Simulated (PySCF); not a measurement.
wavenumber (cm⁻¹), absorption (km/mol per cm⁻¹) and a bar:
```
        0      0.005 
        9      0.006 
       18      0.007 
       26      0.009 
       35      0.013 
       44      0.021 
       53      0.043 
       61      0.121 #
       70      0.317 ##
       79      0.109 #
       88      0.040 
       96      0.021 
      105      0.014 
      114      0.011 
      123      0.009 
      131      0.008 
      140      0.008 
      149      0.008 
      158      0.008 
      167      0.008 
      175      0.008 
      184      0.009 
      193      0.009 
      202      0.010 
      210      0.010 
      219      0.011 
      228      0.012 
      237      0.014 
      245      0.015 
      254      0.017 
      263      0.019 
      272      0.022 
      280      0.026 
      289      0.031 
      298      0.038 
      307      0.048 
      316      0.063 
      324      0.090 
      333      0.145 #
      342      0.296 #
      351      0.900 #####
      359      1.289 #######
      368      0.439 ##
      377      0.264 #
      386      0.260 #
      394      0.347 ##
      403      0.592 ###
      412      1.344 #######
      421      4.533 #######################
      429      5.851 ##############################
      438      1.661 ########
      447      0.664 ###
      456      0.348 ##
      464      0.213 #
      473      0.144 #
      482      0.104 #
      491      0.078 
      500      0.061 
      508      0.049 
      517      0.041
```

This is the computed harmonic infrared spectrum of singlet ScBr₂⁺, Lorentzian lines of 13 cm⁻¹ full width. All numbers come from PBE0 in PySCF with Sc def2-SVP, Br def2-SVP; no relativity; density-fitted integrals.

Problem. Which bands make it up, and how are they assigned?

Solution. In C2v symmetry, counting bands above 1 % of the strongest: 70 cm⁻¹ (a1, 6.4 km/mol); 356 cm⁻¹ (a1, 30 km/mol); 426 cm⁻¹ (b2, 153 km/mol).

Stability towards spin polarisation was not tested. Other isomers or separated fragments may lie lower.
